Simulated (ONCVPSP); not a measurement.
What one change does to a pseudopotential (C (Z = 6), ONCV)

```
Element                 : C (Z = 6)
Generator               : ONCVPSP 4.0.1
Type                    : optimised norm-conserving Vanderbilt (ONCV)
Functional              : LDA (Perdew-Wang 92)
Relativity              : scalar-relativistic
Frozen core             : [He]
Valence charge          : 4
Reference configuration : 2s2 2p2
Partial waves           : 2s: rc 1.00 bohr, ncon 5, nbas 8, qcut 7.7 1/bohr, 2 projectors, debl 0.5 Ha; 2p: rc 2.70 bohr, ncon 4, nbas 9, qcut 6 1/bohr, 2 projectors, debl 3.4 Ha
Local potential         : polynomial inside 0.80 bohr (lpopt 1, dvloc0 4 Ha)
Core correction         : Teter function, fcfact 2.25, rcfact 1.7
```

In the s channel the program set the typed energies aside and used -0.501, 0.250 Ha.

Change: s: qcut 9.2.

Cutoffs: the cutoffs (Ha) at which the residual kinetic energy of the hardest occupied pseudo-wave falls to 1 and 0.1 mHa per electron; they do not see the model core or the augmentation charge, which bear on the density cutoff. Errors are all-electron minus pseudo energies relative to the spin-unpolarised reference configuration.

Task: Predict the effect on cutoff, ghosts and configuration errors.

Result: The potential gets softer (20 Ha and 114 Ha → 19 Ha and 73 Ha); both files keep a bound ghost (s); the errors of the 4 common tests hardly move.

| quantity | base | changed |
| --- | --- | --- |
| cutoff, loose | 20 Ha | 19 Ha |
| cutoff, tight | 114 Ha | 73 Ha |
| loose cutoff by channel | s 20 Ha, p 10 Ha | s 19 Ha, p 10 Ha |
| bound ghosts | s | s |
| GHOST(+) flags under 300 eV | none | none |
| error for 2s2 2p1, meV [ΔE 10.98 eV] | +84 | +84 |
| error for 2s2 2p0, meV [ΔE 35.24 eV] | +675 | +675 |
| error for 2s1 2p0, meV [ΔE 83.21 eV] | +1282 | +1282 |
| error for 2s1 2p2, meV [ΔE 19.48 eV] | -64 | -64 |
| s: phases at 1.01 bohr within 0.05 rad from the reference energy up to (Ha; the scan ends near 5) | to the end of the scan | to the end of the scan |
| p: phases at 2.74 bohr within 0.05 rad from the reference energy up to (Ha; the scan ends near 5) | 0.4 | 0.4 |
| rms error of d²Exc/dni dnj with the model core, mHa | 0.81 | 0.81 |

 A true bound ghost makes a file unfit for plane-wave use even where its test errors are small: the radial tests pick states by their node count and pass the ghost by.
